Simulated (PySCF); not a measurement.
# [V(=O)(F)3] (charge 0, multiplicity 1)

The numbers are results of PBE-D3(BJ)/def2-TZVP // PBE-D3(BJ)/def2-SVP run with PySCF, not measurements.

HOMO: -9.52 eV
dipole moment: 0.45 D
LUMO: -5.02 eV
HOMO–LUMO gap: 4.50 eV
charge on the central atom (Mulliken): 1.45 e
charge on the central atom (meta-Löwdin): 1.46 e
total energy: -35881.10 eV
cost: about 50 core-seconds (a rough figure)

Bonded distances (Å): V1–O2 1.564, V1–F3 1.718, V1–F4 1.718, V1–F5 1.718. Angles (°): O2–V1–F3 108.3, O2–V1–F4 108.3, O2–V1–F5 108.3, F3–V1–F4 110.6, F3–V1–F5 110.6, F4–V1–F5 110.6.
Charge 0, spin multiplicity 1.
